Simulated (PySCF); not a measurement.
Correlation energy of Br (bromine, neutral)

[Ar] 3d10 4s2 4p5, 2P determinant. All numbers are calculated (PySCF 2.14, scalar relativity through the core potential, in aug-cc-pwCVDZ-PP with ECP10MDF (6s5p4d1f, 48 functions)). Frozen: 3s2 3p6 3d10; 7 electrons correlated.

| level | correlation energy (mhartree) |
| --- | --- |
| CCSD | -122.95 |
| (T) | -2.34 |
| CCSD(T) | -125.29 |

Diagnostics: T1 = 0.0066, D1 = 0.0203, largest double amplitude 0.039.

Cost of the coupled-cluster step: roughly 0.8 core-seconds, for 7 correlated electrons.

Iterations:

```
CC2 = 0
CCSD nocc = (np.int64(4), np.int64(3)), nmo = (39, 39)
frozen orbitals [[0, 1, 2, 3, 4, 5, 6, 7, 8], [0, 1, 2, 3, 4, 5, 6, 7, 8]]
max_cycle = 100
direct = 0
conv_tol = 1e-08
conv_tol_normt = 1e-06
diis_space = 8
diis_start_cycle = 0
Init t2, MP2 energy = -0.108112788942786
Init E_corr(UCCSD) = -0.10811278894718
cycle = 1  E_corr(UCCSD) = -0.119843650018892  dE = -0.0117308611  norm(t1,t2) = 0.0337966
cycle = 2  E_corr(UCCSD) = -0.122018863135881  dE = -0.00217521312  norm(t1,t2) = 0.0108245
cycle = 3  E_corr(UCCSD) = -0.12298061545281  dE = -0.000961752317  norm(t1,t2) = 0.00439254
cycle = 4  E_corr(UCCSD) = -0.122952614510314  dE = 2.80009425e-05  norm(t1,t2) = 0.000693852
cycle = 5  E_corr(UCCSD) = -0.122950526894192  dE = 2.08761612e-06  norm(t1,t2) = 0.00025184
cycle = 6  E_corr(UCCSD) = -0.122953001115357  dE = -2.47422116e-06  norm(t1,t2) = 8.01812e-05
cycle = 7  E_corr(UCCSD) = -0.122952885497354  dE = 1.15618003e-07  norm(t1,t2) = 2.04323e-05
cycle = 8  E_corr(UCCSD) = -0.122952858627875  dE = 2.6869479e-08  norm(t1,t2) = 3.85258e-06
cycle = 9  E_corr(UCCSD) = -0.122952855098454  dE = 3.52942121e-09  norm(t1,t2) = 8.12198e-07
UCCSD converged
E(UCCSD) = -415.5982449540143  E_corr = -0.1229528550984537
UCCSD(T) correction = -0.00233740473052943
```
